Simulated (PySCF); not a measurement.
Stepwise substitution at one centre (Ga F-SiH3). Isolated molecules, 0 K electronic values unless said otherwise. Strings in code marks are SMILES.

Quantity: vertical ionisation energy (energy after one electron is removed minus that of the parent at the parent's geometry), in eV.

Case: `[F][Ga]([F])[SiH3]`. Geometry of `[F][Ga]([F])[SiH3]` (neutral, multiplicity 1, Å):

```xyz
7

F      2.1999     1.5738    -0.1316
Ga     1.2713     0.0928    -0.0623
F      2.3486    -1.2862    -0.0938
Si    -1.1002    -0.0631     0.0549
H     -1.5758    -0.7984    -1.1418
H     -1.4568    -0.8153     1.2820
H     -1.6869     1.2965     0.0926
```

**Question.** Give the vertical ionisation energy (energy after one electron is removed minus that of the parent at the parent's geometry) at the level r2SCAN-D4/def2-TZVP (PySCF).

**Answer.** 11.08 eV.
